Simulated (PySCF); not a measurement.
Estimate the missing entries of this data sheet.

Species: CrSeF4 (singlet state).
SMILES: `[F][Cr]([F])([F])([F])=[Se]`

```json
{"property": "point group", "level": "PBE0-D3(BJ)/def2-SVP", "value": "C4v"}
{"property": "rotational constants A, B, C", "level": "PBE0-D3(BJ)/def2-SVP", "value": "2.421, 1.345, 1.345 GHz"}
{"property": "dipole moment", "level": "B3LYP/def2-SVPD", "value": "?"}
{"property": "HOMO energy", "level": "B3LYP/def2-SVPD", "value": "-9.29 eV"}
{"property": "LUMO energy", "level": "B3LYP/def2-SVPD", "value": "?"}
{"property": "lowest singlet excitation", "level": "TDDFT B3LYP/def2-SVPD", "value": "1.57 eV (789 nm, f = 0.000 summed over 2 states within 0.01 eV)"}
{"property": "strongest line among the 15 lowest singlet transitions", "level": "TDDFT B3LYP/def2-SVPD", "value": "?"}
{"property": "lowest triplet excitation (Tamm–Dancoff)", "level": "TDA B3LYP/def2-SVPD", "value": "?"}
{"property": "static isotropic polarisability", "level": "B3LYP/def2-SVPD", "value": "?"}
{"property": "electronic spatial extent ⟨r²⟩ about the centre of nuclear charge", "level": "B3LYP/def2-SVPD", "value": "?"}
```

Gas-phase values; electronic properties from PySCF, density fitting. Isolated species at its PBE0-D3(BJ)/def2-SVP geometry, gas phase. The calculation is non-relativistic and has no spin–orbit coupling, an omission that weighs most on selenium.

The strongest line among the 15 lowest singlet transitions?

S8 at 3.37 eV (368 nm, f = 0.048).

The electronic spatial extent ⟨r²⟩ about the centre of nuclear charge?

903 bohr².

Give the static isotropic polarisability.

66.1 au.

What is the lowest triplet excitation (Tamm–Dancoff)?

0.95 eV.

Give the dipole moment.

3.90 D.

What is the LUMO energy?

-6.11 eV.

In wavenumbers S1 is 12700 cm⁻¹ (1 eV = 8065.54 cm⁻¹). The vertical singlet–triplet gap S1 − T1 is 0.62 eV (TDDFT singlet less Tamm–Dancoff triplet). The rotational constants are those of a prolate symmetric top.
